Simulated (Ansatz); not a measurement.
Cost and result for the atomization energy of C$_{2}$H$_{10}$GaNOSi (`NC(O)([SiH3])[CH2][GaH2]`) (16 atoms, 15 bonds).

Cartesian coordinates in Å:
```
N -0.895 -1.319 0.422
C -0.002 -0.221 0.243
O -0.799 1.028 0.502
Si 1.423 -0.204 1.506
C 0.457 -0.004 -1.195
Ga -1.024 1.291 -1.641
H -0.537 -2.075 0.985
H -1.270 -1.676 -0.448
H -1.551 0.750 1.041
H 2.192 1.051 1.334
H 2.297 -1.380 1.247
H 0.894 -0.295 2.895
H 0.539 -0.948 -1.733
H 1.421 0.506 -1.252
H -0.690 2.792 -1.957
H -2.457 0.703 -1.948
```

Charge 0, multiplicity 1. Correlated methods include outer-core shells of Ga, which these sets cover unevenly. Scalar relativity is left out up to krypton. Geometry: relaxed with PBE0-D4/def2-TZVP. It is one conformer, not always the lowest. Program: Ansatz. All runs use 2 threads of an AMD EPYC 7R13 on a shared host and a share of an NVIDIA H100 80 GB. Times are those of one run each, without the atoms' runs, and a repeat can differ threefold. Electronic energies, without spin–orbit coupling; frozen cores. CCSD(T)/CBS adds CCSD(T) − MP2 in def2-TZVPP to the MP2 limit, and its time is that of the two runs behind it. T1 = 0.013. With those shells the extrapolation isn't a true limit. B3LYP takes the VWN-RPA correlation (the form of Gaussian; ORCA's B3LYP/G).

CCSD(T)/CBS is a level of theory with its own doubt, some kJ/mol a heavy atom from the limit and from the frozen cores, so smaller differences don't rank the functionals.

```
                            level  functions  wall time  atomization (kJ/mol)  difference from CCSD(T)/CBS  per bond
             revPBE-D4/def2-TZVPP        354      3.6 s                5296.7                        -67.2      -4.5
                 CCSD(T)/def2-SVP        156      3.7 s                5053.7                       -310.2     -20.7
            r2SCANh-D4/def2-TZVPP        354      3.7 s                5321.2                        -42.7      -2.8
               PBE0-D4/def2-TZVPP        354      3.8 s                5335.2                        -28.7      -1.9
B3LYP-D4/def2-TZVPP (with forces)        354        4 s                5337.6                        -26.3      -1.8
          CAM-B3LYP-D4/def2-TZVPP        354      4.9 s                5375.1                         11.2       0.7
           LDA (SPW92)/def2-TZVPP        354      5.5 s                6140.3                        776.4      51.8
                B2PLYP/def2-TZVPP        354      5.5 s                5272.7                        -91.2      -6.1
 ωB97M-V/def2-TZVPP (with forces)        354        6 s                5365.6                          1.7       0.1
                B97M-V/def2-TZVPP        354        7 s                5357.5                         -6.4      -0.4
                   MP2/def2-QZVPP        687      8.5 s                5357.3                         -6.6      -0.4
               CCSD(T)/def2-TZVPP        354       10 s                5230.2                       -133.7      -8.9
                CCSD(T)/CBS(def2)          –       19 s                5363.9                          0.0       0.0
```

From BLYP to BHLYP (50 % exact exchange), in def2-TZVPP and without D4, the atomization energy moves by −82.3 kJ/mol: exact exchange takes away binding that semilocal exchange gives to molecules. At CCSD(T), def2-SVP lies −310.2 kJ/mol from the extrapolated value and def2-TZVPP −133.7 kJ/mol: correlation converges slowly with the basis, and small sets miss more of it in the bonded molecule than in its fragments. Leaving LDA and LC-ωPBE aside and taking each functional with its dispersion term where it has one, the values, not all of them listed here, spread over 221.4 kJ/mol, from BHLYP-D4 to PBE-D4. LDA lies +765.0 kJ/mol from PBE without D4, its usual overbinding.
